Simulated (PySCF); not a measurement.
TeC⁻ at ROHF-CCSD

Computed with ROHF-CCSD; Te def2-SVPD with ECP28, C def2-SVPD; scalar-relativistic core potentials (PySCF 2.14).

```json
{
 "state": "²Π (doublet), unpaired electrons π ↑",
 "bond length": "2.026 Å",
 "harmonic wavenumber": "660 cm⁻¹",
 "force constant": "2.82 mdyn/Å",
 "rotational constant Be": "0.3737 cm⁻¹",
 "anharmonicity ωexe": "3.47 cm⁻¹",
 "vibration–rotation constant αe": "0.00278 cm⁻¹"
}
```

Correlated steps freeze 5 core orbitals. Spin–orbit coupling is left out, which matters for elements this heavy, above all for dissociation energies. The CCSD T1 diagnostic is raised, a sign that a single reference may not be enough here. The state was picked by a PBE0 search and need not be the measured ground state.
